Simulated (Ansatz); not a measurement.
Born–Oppenheimer molecular dynamics of AlFH₈O₃Si₂ (15 atoms, charge 0, multiplicity 1). It starts at the highest image of a converged band. Of that band: The profile has 2 maxima (images 2, 4) with wells between them (image 3): this band takes more than one step, which may be the mechanism or a detour left from its start path. Neighbouring images differ by up to 1.2 eV, so the band resolves the path poorly. A vibrational analysis at the climbing image gives one clearly imaginary mode, 933i cm⁻¹: a first-order saddle point.

Method: RHF/cc-pVDZ in Ansatz.

```yaml
ensemble: NVE (velocity Verlet)
time_step: 0.5 fs
steps_asked: 200
starting_velocities_drawn_for: 100 K
seed: 5227
```

First frame:

```xyz
15
Properties=species:S:1:pos:R:3
Al -0.164 -0.233 0.274
O -0.103 0.163 2.052
H 0.508 -0.148 2.700
O 1.299 -0.801 -0.372
Si 2.626 -1.317 -1.206
H 2.434 -2.720 -1.658
H 2.860 -0.453 -2.392
H 3.823 -1.260 -0.325
O -1.671 -0.695 -0.340
Si -3.094 -1.216 -0.991
H -3.565 -2.431 -0.275
H -4.129 -0.156 -0.872
H -2.909 -1.547 -2.428
F -0.107 1.682 0.460
H -0.045 1.329 1.462
```

(1) How far do the bonds stretch over the last three quarters of this one trajectory? (Pairs bonded in most of those frames.)

Answers

(1) 
```
    bond  mean (Å)  spread (Å)  shortest  longest
  Al1–O4     1.704       0.016      1.68     1.72
  Al1–O9     1.713       0.022      1.67     1.75
 Al1–F14     1.706       0.093      1.58     1.90
   O2–H3     0.953       0.026      0.90     1.00
  O2–H15     0.956       0.035      0.90     1.03
  O4–Si5     1.649       0.014      1.62     1.67
  Si5–H6     1.487       0.009      1.47     1.50
  Si5–H7     1.488       0.006      1.48     1.50
  Si5–H8     1.488       0.005      1.48     1.50
 O9–Si10     1.657       0.031      1.60     1.71
Si10–H11     1.488       0.014      1.47     1.51
Si10–H12     1.487       0.009      1.47     1.50
Si10–H13     1.487       0.006      1.48     1.50
```

Pairs bonded in part of these frames only: Al1–O2 44 %.

Mean temperature of the second half: 397 K. The conserved energy stayed within 0.17 meV per atom of its start (net change -0.14 meV per atom), so the integration is sound. The kinetic energy rose, since the run started high on the potential surface and went downhill. A run of 0.1 ps of so small a system gives no equilibrium averages. The orbitals stay closed-shell, which can raise the energy where a bond breaks towards radicals; this wasn't checked here.

Time of the run: 6.3 min on 4 threads of Arm Neoverse V2 (shared host), peak memory 0.45 GiB.
